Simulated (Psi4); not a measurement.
COS, triplet, at a GFN2-xTB geometry (a higher spin typed on purpose: for a closed-shell molecule this is an excited state).

The Psi4 input:
```
memory 2 GB

molecule mol {
0 3
O    -1.610389   -0.057345   -0.066145
C    -0.586741    0.488259    0.142883
S     1.025223   -0.154424   -0.020508
}

set {
  basis 6-31g*
  reference uhf
}

energy('mp2')
print_variables()
```

Q: What does this run give for the MP2 correlation energy, SCF-reference <S^2>, number of basis functions, nuclear repulsion energy?

A: 
The MP2 correlation energy is -0.4022 Eh and the SCF-reference <S^2> is 2.020. The number of basis functions is 49 and the nuclear repulsion energy comes out as 76.3741 Eh.

These values belong to the state on which the SCF converged, which isn't shown to be the lowest.
